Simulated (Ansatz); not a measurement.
SiH2Me(NCO) (C₂H₅NOSi): single points at one geometry.

```yaml
crystal:
  periodic: [false, false, false]
  atoms:
    - {symbol: Si, position_ang: [0.684762, 0.029494, 0.455487]}
    - {symbol: H, position_ang: [0.728243, 0.001577, 1.958168]}
    - {symbol: H, position_ang: [2.089991, -0.025492, -0.076364]}
    - {symbol: C, position_ang: [-0.211507, 1.558946, -0.164665]}
    - {symbol: H, position_ang: [0.312745, 2.474650, 0.178217]}
    - {symbol: H, position_ang: [-1.250973, 1.590161, 0.218863]}
    - {symbol: H, position_ang: [-0.247445, 1.573950, -1.272375]}
    - {symbol: N, position_ang: [-0.146037, -1.397292, -0.081761]}
    - {symbol: C, position_ang: [-0.704398, -2.409097, -0.433628]}
    - {symbol: O, position_ang: [-1.255371, -3.396898, -0.781932]}
basis:
  gaussian: {orbitals: def2-TZVP, initial_orbitals: start.molden}
magnetization: {spin_polarized: true, initial_magnetization: 2}
hamiltonian: {xc: pbe, dispersion: d4}
scf: {omitted_lower_state_checks: [starts]}
output: {orbitals: {seedname: orbitals}}
```

The file start.molden holds the orbitals of an earlier run on this structure, at another level or in another basis.

```sh
$ ansatz run in.yaml --threads 4 --pin off --events-out ev --progress --plain --max-ram 3916MiB
```

Output, abridged:

```
Functional definition: PBE
1138 factors; their error is unknown
mean field evaluation 1: about -13556.8906 eV, gradient 7.5e0 eV
mean field evaluation 2: about -13557.0858 eV, gradient 3.9e-1 eV
mean field evaluation 4: about -13557.0901 eV, gradient 2.7e-1 eV
mean field evaluation 8: about -13557.0907 eV, gradient 5.7e-3 eV
mean field evaluation 16: about -13557.0907 eV, gradient 2.5e-5 eV
mean field -13557.09066092 eV, -498.2138924628 hartree, gradient 3.0e-6 eV, S^2 2.003012; 0 other end points of the search recorded, 0 dependent functions left out
reference -13557.09070848 eV, -498.2138942104 hartree; 24, 22 occupied and 167, 169 virtual orbitals, 1138 factors
Total energy: -13557.27684853 eV, -498.2207347312 hartree
Checks for a lower state left out: starts
```

Run time 17 s (4 threads of Intel Xeon on a shared host).

First input, but with `gaussian: {orbitals: def2-TZVP}`, `hamiltonian: {xc: pbe0, dispersion: d4}` (abridged; 38 s):

```
Functional definition: PBE0
mean field evaluation 16: about -13557.6581 eV, gradient 6.1e-2 eV
mean field evaluation 32: about -13557.7103 eV, gradient 1.8e-2 eV
mean field -13557.71025720 eV, -498.2366622061 hartree, gradient 9.5e-6 eV, S^2 2.007087
Total energy: -13557.86752335 eV, -498.2424416303 hartree
Checks for a lower state left out: starts
```

First input, but with `hamiltonian: {xc: r2scan, dispersion: d4}` (abridged; 25 s):

```
Functional definition: r2SCAN
mean field evaluation 16: about -13563.9385 eV, gradient 6.9e-6 eV
mean field -13563.93848684 eV, -498.4655454238 hartree, gradient 6.9e-6 eV, S^2 2.007574
Total energy: -13563.98567417 eV, -498.4672795262 hartree
Checks for a lower state left out: starts
```

Geometry: PBE-D4/def2-SVP, that of the neutral singlet.

At PBE0-D4/def2-TZVP a singlet of charge 0 lies 6.44 eV below the triplet at the same geometry.
